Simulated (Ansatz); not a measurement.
Start from `O[SiH2][CH2][SnH3]` and change one atom or group to get `O[SiH2]C[SiH2]O`.

Ansatz, PBE0-D4/def2-TZVP geometries, multiplicity 1. Each molecule was computed in one conformer, which needn't be the lowest.

Elements past krypton have def2 core potentials.

```json
{"property": "LUMO energy (PBE0/def2-TZVPP) / eV", "`O[SiH2][CH2][SnH3]`": "0.03"}
{"property": "HOMO energy (PBE/def2-TZVPP) / eV", "`O[SiH2][CH2][SnH3]`": "-6.99"}
{"property": "size of the dipole moment (B3LYP/def2-TZVPP) / D", "`O[SiH2][CH2][SnH3]`": "1.44"}
{"property": "HOMO–LUMO gap (PBE0/def2-TZVPP) / eV", "`O[SiH2][CH2][SnH3]`": "8.28"}
{"property": "HOMO energy (ωB97M-V/def2-TZVPP) / eV", "`O[SiH2][CH2][SnH3]`": "-10.38"}
{"property": "HOMO–LUMO gap (ωB97M-V/def2-TZVPP) / eV", "`O[SiH2][CH2][SnH3]`": "11.76"}
```

(1) Give the same properties after the change, and the shifts. (An estimate is asked.)

Results:

(1) Computed: 
| property | `O[SiH2]C[SiH2]O` | shift |
| --- | --- | --- |
| LUMO energy (PBE0/def2-TZVPP) / eV | -0.04 | -0.07 |
| HOMO energy (PBE/def2-TZVPP) / eV | -6.79 | 0.20 |
| size of the dipole moment (B3LYP/def2-TZVPP) / D | 2.76 | 1.32 |
| HOMO–LUMO gap (PBE0/def2-TZVPP) / eV | 8.23 | -0.05 |
| HOMO energy (ωB97M-V/def2-TZVPP) / eV | -10.58 | -0.20 |
| HOMO–LUMO gap (ωB97M-V/def2-TZVPP) / eV | 12.08 | 0.32 |

Dipoles are sizes alone; their direction can turn.

B3LYP here is the variant with VWN-RPA as its local correlation; programs differ in this.
